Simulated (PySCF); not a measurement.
H (hydrogen, neutral) across methods

1s1, 2S determinant. All numbers are calculated (PySCF 2.14, no relativity, point nucleus, in def2-QZVPPD).

```csv
method,E (hartree),mean ε 1s α (eV),Σ⟨r²⟩ (bohr²),⟨S²⟩
LDA,-0.4786,-7.311,3.352,0.750
PBE0,-0.5013,-9.126,3.137,0.750
r2SCAN0,-0.5001,-9.409,3.064,0.750
TPSSh,-0.5001,-8.346,3.081,0.750
UHF,-0.49998,-13.605,2.999,0.750
M06-L,-0.5037,-7.963,2.928,0.750
PBE,-0.4999,-7.584,3.203,0.750
wB97M-V,-0.4946,-11.178,3.329,0.750
r2SCAN,-0.5001,-8.022,3.089,0.750
```

For one electron the Hartree and exchange-correlation energies should cancel; what remains is the self-interaction error.
